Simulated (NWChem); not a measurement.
System: SnHOCl2F; SMILES [OH][Sn]([F])([Cl])[Cl]

The following NWChem deck was run.

```
start job
memory heap 200 mb stack 900 mb global 1100 mb
geometry units angstroms noautoz
  O     -1.408883    -1.590565     0.000000
  Sn    -0.243574    -0.021102     0.000000
  F     -1.413755     1.505334     0.000000
  Cl     1.071995     0.065539    -1.897739
  Cl     1.071995     0.065539     1.897739
  H     -2.337502    -1.318777     0.000000
end
basis spherical
  * library def2-svp
end
ecp
  Sn library def2-ecp
end
dft
  xc m06-l
  grid coarse
  iterations 150
  mulliken
end
task dft gradient
```

Parts of the log:

```
             Northwest Computational Chemistry Package (NWChem) 7.3.0
             --------------------------------------------------------

 CS  symmetry detected

                             Geometry "geometry" -> ""
                             -------------------------

 Output coordinates in angstroms (scale by  1.889725989 to convert to a.u.)

  No.       Tag          Charge          X              Y              Z
 ---- ---------------- ---------- -------------- -------------- --------------
    1 O                    8.0000    -1.47215613    -1.52059332     0.00000000
    2 Sn                  50.0000    -0.22451132    -0.01575392     0.00000000
    3 F                    9.0000    -1.31131159     1.57112843     0.00000000
    4 Cl                  17.0000     1.09380929     0.00034638     1.89773900
    5 Cl                  17.0000     1.09380929     0.00034638    -1.89773900
    6 H                    1.0000    -2.38489635    -1.19949013     0.00000000

 Effective nuclear repulsion energy (a.u.)     782.8119086934

      Symmetry information
      --------------------

 Group name             Cs
 Group number              2
 Group order               2
 No. of unique centers     5

                                 NWChem DFT Module
                                 -----------------

 Summary of "ao basis" -> "ao basis" (spherical)
 ------------------------------------------------------------------------------
       Tag                 Description            Shells   Functions and Types
 ---------------- ------------------------------  ------  ---------------------
 O                          def2-svp                 6       14   3s2p1d
 Sn                         def2-svp                10       26   4s4p2d
 F                          def2-svp                 6       14   3s2p1d
 Cl                         def2-svp                 8       18   4s3p1d
 H                          def2-svp                 3        5   2s1p

      Symmetry analysis of basis
      --------------------------

        a'         60
        a"         35

            General Information
            -------------------
          SCF calculation type: DFT
          Wavefunction type:  closed shell.
          No. of atoms     :     6
          No. of electrons :    74
           Alpha electrons :    37
            Beta electrons :    37
          Charge           :     0
          Spin multiplicity:     1
          Use of symmetry is: on ; symmetry adaption is: on
          Maximum number of iterations: 150
          AO basis - number of functions:    95
                     number of shells:    41
          Convergence on energy requested:  1.00D-06
          Convergence on density requested:  1.00D-05
          Convergence on gradient requested:  5.00D-04

              XC Information
              --------------
                        M06-L Method XC Functional
                         M06-L Exchange Functional  1.000
                       M06-L Correlation Potential  1.000

             Grid Information
             ----------------
          Grid used for XC integration:  coarse
          Radial quadrature: Mura-Knowles
          Angular quadrature: Lebedev.
          Tag              B.-S. Rad. Rad. Pts. Rad. Cut. Ang. Pts.
          ---              ---------- --------- --------- ---------
          O                   0.60       35           9.0       302
          Sn                  1.45      104           8.0       302
          F                   0.50       35           9.0       302
          Cl                  1.00       70          11.0       302
          H                   0.35       35          10.0       302
          Grid pruning is: on
          Number of quadrature shells:   279
          Spatial weights used:  Erf1

      Superposition of Atomic Density Guess
      -------------------------------------

 Sum of atomic energies:       -1342.22572565

      Non-variational initial energy
      ------------------------------

 Total energy =   -1306.913636
 1-e energy   =   -2744.448971
 2-e energy   =    1008.722988
 HOMO         =      -0.436542
 LUMO         =      -0.091201

      Symmetry analysis of molecular orbitals - initial
      -------------------------------------------------

  Numbering of irreducible representations:

     1 a'          2 a"

  Orbital symmetries:

     1 a'          2 a"          3 a'          4 a'          5 a'
     6 a"          7 a'          8 a"          9 a'         10 a'
    11 a"         12 a"         13 a'         14 a'         15 a"
    16 a'         17 a'         18 a'         19 a"         20 a'
    21 a'         22 a"         23 a'         24 a'         25 a"
    26 a'         27 a'         28 a"         29 a'         30 a'
    31 a"         32 a'         33 a"         34 a'         35 a'
    36 a"         37 a"         38 a'         39 a'         40 a'
    41 a"         42 a'         43 a'         44 a"         45 a'
    46 a'         47 a"

     ---------------------------------------------
      Total Density - Mulliken Population Analysis
     ---------------------------------------------

    Atom       Charge   Shell Charges
 -----------   ------   -------------------------------------------------------
    1 O    8     8.87   1.99  1.11  0.68  3.05  2.04  0.00
    2 Sn  22    19.93   1.60  0.41  0.69  0.11  3.27  2.73  0.66  0.28  9.78  0.41
    3 F    9     9.70   1.99  1.15  0.81  3.53  2.22  0.00
    4 Cl  17    17.42   2.00  1.99  1.23  0.73  5.94  2.13  3.40  0.01
    5 Cl  17    17.42   2.00  1.99  1.23  0.73  5.94  2.13  3.40  0.01
    6 H    1     0.65   0.52  0.07  0.06

   convergence    iter        energy       DeltaE   RMS-Dens  Diis-err
 ---------------- ----- ----------------- --------- --------- ---------
 d= 0,ls=0.0,diis     1  -1310.0764832262 -1.74D+03  2.81D-02  1.09D+00
 d= 0,ls=0.0,diis     2  -1309.6618515440  4.15D-01  1.77D-02  5.19D+00
 d= 0,ls=0.0,diis     3  -1310.2066077308 -5.45D-01  3.88D-03  5.57D-02
 d= 0,ls=0.0,diis     4  -1310.2103691431 -3.76D-03  1.69D-03  2.96D-02
 d= 0,ls=0.0,diis     5  -1310.2131398849 -2.77D-03  4.64D-04  5.31D-04
  Resetting Diis
 d= 0,ls=0.0,diis     6  -1310.2132633077 -1.23D-04  2.13D-04  3.94D-05
 d= 0,ls=0.0,diis     7  -1310.2132727298 -9.42D-06  6.85D-05  1.04D-05
 d= 0,ls=0.0,diis     8  -1310.2132716059  1.12D-06  3.84D-05  2.35D-05
 d= 0,ls=0.0,diis     9  -1310.2132739542 -2.35D-06  8.48D-06  1.51D-06
 d= 0,ls=0.0,diis    10  -1310.2132740868 -1.33D-07  2.96D-06  7.13D-08

         Total DFT energy =    -1310.213274086761
      One electron energy =    -2745.316062067340
           Coulomb energy =     1100.623994420241
    Exchange-Corr. energy =      -94.333553635373
 Nuclear repulsion energy =      428.812347195713

 Numeric. integr. density =       73.999838723861

                  Occupations of the irreducible representations
                  ----------------------------------------------

                     irrep           alpha         beta
                     --------     --------     --------
                     a'               23.0         23.0
                     a"               14.0         14.0

                       DFT Final Molecular Orbital Analysis
                       ------------------------------------

 Vector   35  Occ=2.000000D+00  E=-3.196068D-01  Symmetry=a"
              MO Center=  6.9D-01, -2.2D-01,  1.2D-13, r^2= 5.1D+00
   Bfn.  Coefficient  Atom+Function         Bfn.  Coefficient  Atom+Function
  ----- ------------  ---------------      ----- ------------  ---------------
    66      0.389174  4 Cl py                84     -0.389174  5 Cl py
    63      0.284331  4 Cl py                81     -0.284331  5 Cl py
     6     -0.229846  1 O  pz                 9     -0.167158  1 O  pz
    60      0.165766  4 Cl py                78     -0.165766  5 Cl py
    67     -0.153445  4 Cl pz                85     -0.153445  5 Cl pz

 Vector   36  Occ=2.000000D+00  E=-3.153201D-01  Symmetry=a"
              MO Center=  9.1D-01, -3.0D-02,  1.8D-13, r^2= 4.9D+00
   Bfn.  Coefficient  Atom+Function         Bfn.  Coefficient  Atom+Function
  ----- ------------  ---------------      ----- ------------  ---------------
    67     -0.293569  4 Cl pz                85     -0.293569  5 Cl pz
    65      0.273660  4 Cl px                83     -0.273660  5 Cl px
    64     -0.215705  4 Cl pz                82     -0.215705  5 Cl pz
    66     -0.204009  4 Cl py                84      0.204009  5 Cl py
    62      0.200482  4 Cl px                80     -0.200482  5 Cl px

 Vector   37  Occ=2.000000D+00  E=-3.043396D-01  Symmetry=a"
              MO Center= -8.2D-01, -1.1D+00,  1.0D-14, r^2= 3.4D+00
   Bfn.  Coefficient  Atom+Function         Bfn.  Coefficient  Atom+Function
  ----- ------------  ---------------      ----- ------------  ---------------
     6      0.543109  1 O  pz                 9      0.421249  1 O  pz
    65      0.198830  4 Cl px                83     -0.198830  5 Cl px
    62      0.139608  4 Cl px                80     -0.139608  5 Cl px
    66      0.135424  4 Cl py                84     -0.135424  5 Cl py
    63      0.096361  4 Cl py                81     -0.096361  5 Cl py

 Vector   38  Occ=0.000000D+00  E=-1.347037D-01  Symmetry=a'
              MO Center=  4.0D-02, -7.0D-02,  5.4D-15, r^2= 4.1D+00
   Bfn.  Coefficient  Atom+Function         Bfn.  Coefficient  Atom+Function
  ----- ------------  ---------------      ----- ------------  ---------------
    17      0.866895  2 Sn s                 18      0.465557  2 Sn s
    67      0.340602  4 Cl pz                85     -0.340602  5 Cl pz
    16     -0.314025  2 Sn s                 15     -0.246702  2 Sn s
     3     -0.230111  1 O  s                  5     -0.218584  1 O  py
    65      0.217073  4 Cl px                83      0.217073  5 Cl px

 Vector   39  Occ=0.000000D+00  E=-9.130523D-03  Symmetry=a'
              MO Center= -3.6D-02, -1.2D-01, -1.8D-14, r^2= 4.0D+00
   Bfn.  Coefficient  Atom+Function         Bfn.  Coefficient  Atom+Function
  ----- ------------  ---------------      ----- ------------  ---------------
    29      0.586712  2 Sn py                26      0.561008  2 Sn py
     3      0.269972  1 O  s                 28     -0.260469  2 Sn px
    43     -0.258916  3 F  s                 25     -0.225906  2 Sn px
    92     -0.209996  6 H  s                 66     -0.208209  4 Cl py
    84     -0.208209  5 Cl py                36      0.197604  2 Sn d -2

 Vector   40  Occ=0.000000D+00  E= 5.277600D-03  Symmetry=a'
              MO Center= -6.9D-01, -1.5D-01,  2.4D-14, r^2= 4.7D+00
   Bfn.  Coefficient  Atom+Function         Bfn.  Coefficient  Atom+Function
  ----- ------------  ---------------      ----- ------------  ---------------
    28      0.632947  2 Sn px                25      0.515713  2 Sn px
     3      0.451148  1 O  s                 92     -0.333718  6 H  s
    67      0.233616  4 Cl pz                85     -0.233616  5 Cl pz
     5      0.200383  1 O  py                 8      0.197127  1 O  py
    29      0.184943  2 Sn py                17      0.182277  2 Sn s

     ---------------------------------------------
      Total Density - Mulliken Population Analysis
     ---------------------------------------------

    Atom       Charge   Shell Charges
 -----------   ------   -------------------------------------------------------
    1 O    8     8.51   1.99  1.11  0.71  2.80  1.90  0.01
    2 Sn  22    20.70   1.61  0.42  1.00 -0.03  3.27  2.74  1.08  0.25  9.78  0.59
    3 F    9     9.44   1.99  1.15  0.82  3.29  2.19  0.00
    4 Cl  17    17.29   2.00  1.99  1.25  0.74  5.93  2.12  3.25  0.01
    5 Cl  17    17.29   2.00  1.99  1.25  0.74  5.93  2.12  3.25  0.01
    6 H    1     0.77   0.67  0.04  0.07

     -------------------------------------------
      Total Density - Lowdin Population Analysis
     -------------------------------------------

    Atom       Charge   Shell Charges
 -----------   ------   -------------------------------------------------------
    1 O    8     8.29   1.98  0.93  0.63  2.65  2.09  0.01
    2 Sn  22    21.36   1.17  0.75  0.71  0.32  3.01  2.83  1.14  0.67  9.53  1.21
    3 F    9     9.32   1.98  1.06  0.80  3.18  2.31  0.00
    4 Cl  17    17.06   2.00  1.96  1.05  0.81  5.82  2.24  3.17  0.02
    5 Cl  17    17.06   2.00  1.96  1.05  0.81  5.82  2.24  3.17  0.02
    6 H    1     0.90   0.55  0.16  0.19

     Multipole analysis of the density
     ---------------------------------

     L   x y z        total         alpha         beta         nuclear
     -   - - -        -----         -----         ----         -------
     0   0 0 0      0.000000    -37.000000    -37.000000     74.000000

     1   1 0 0     -0.437678     -6.158548     -6.158548     11.879417
     1   0 1 0     -0.221627     -0.527602     -0.527602      0.833577
     1   0 0 1      0.000000      0.000000      0.000000      0.000000

     2   2 0 0    -41.885565   -164.300799   -164.300799    286.716033
     2   1 1 0      1.562861     -3.356737     -3.356737      8.276334
     2   1 0 1      0.000000      0.000000      0.000000      0.000000
     2   0 2 0    -48.174922    -99.361701    -99.361701    150.548479
     2   0 1 1      0.000000      0.000000      0.000000      0.000000
     2   0 0 2    -45.914664   -241.592267   -241.592267    437.269871

            General Information
            -------------------
          SCF calculation type: DFT
          Wavefunction type:  closed shell.
          No. of atoms     :     6
          No. of electrons :    74
           Alpha electrons :    37
            Beta electrons :    37
          Charge           :     0
          Spin multiplicity:     1
          Use of symmetry is: on ; symmetry adaption is: on
          Maximum number of iterations: 150
          AO basis - number of functions:    95
                     number of shells:    41
          Convergence on energy requested:  1.00D-06
          Convergence on density requested:  1.00D-05
          Convergence on gradient requested:  5.00D-04

              XC Information
              --------------
                        M06-L Method XC Functional
                         M06-L Exchange Functional  1.000
                       M06-L Correlation Potential  1.000

             Grid Information
             ----------------
          Grid used for XC integration:  coarse
          Radial quadrature: Mura-Knowles
          Angular quadrature: Lebedev.
          Tag              B.-S. Rad. Rad. Pts. Rad. Cut. Ang. Pts.
          ---              ---------- --------- --------- ---------
          O                   0.60       35           9.0       302
          Sn                  1.45      104           8.0       302
          F                   0.50       35           9.0       302
          Cl                  1.00       70          11.0       302
          H                   0.35       35          10.0       302
          Grid pruning is: on
          Number of quadrature shells:   279
          Spatial weights used:  Erf1

[...]

                         DFT ENERGY GRADIENTS

    atom               coordinates                        gradient
                 x          y          z           x          y          z
   1 O      -2.781972  -2.873505   0.000000    0.005059   0.006112   0.000000
   2 Sn     -0.424265  -0.029771   0.000000   -0.002549  -0.001792   0.000000
   3 F      -2.478020   2.969002   0.000000    0.003294  -0.004827   0.000000
   4 Cl      2.067000   0.000655   3.586207   -0.002906   0.000121  -0.003659
   5 Cl      2.067000   0.000655  -3.586207   -0.002906   0.000121   0.003659
   6 H      -4.506801  -2.266708   0.000000    0.000008   0.000264   0.000000
```

Level: M06-L/def2-SVP with def2 effective core potentials on Sn. Geometry: optimised at PBE0/def2-SVP. def2 effective core potentials on Sn; no spin-orbit coupling.
